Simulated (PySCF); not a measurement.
C₂H₅O₂, SMILES O[CH]CO, multiplicity 2.

Geometry: ωB97X-D3(BJ)/def2-SVP. The isomer is the one that the SMILES or the coordinates give; other isomers of the formula were not compared. The values are those of a single conformer.

The numbers are results of PBE0/def2-TZVPD (PySCF), not measurements.

The molecule is in vacuum.

```json
{
 "total_energy": "-229.43813 hartree",
 "α spin, highest occupied and lowest empty level": "-5.42 and -0.12 eV",
 "β spin, highest occupied and lowest empty level": "-7.84 and -0.91 eV",
 "dipole_moment": "2.87 D",
 "quadrupole, principal values (traceless, Buckingham form, about the centre of nuclear charge)": "-5.42, 0.94, 4.48 D·Å",
 "mean_static_polarisability": "37.9 bohr³ (5.62 Å³)",
 "polarisability_principal_values": "33.5, 38.5, 41.8 bohr³",
 "⟨S²⟩": "0.754 (pure state 0.75)"
}
```
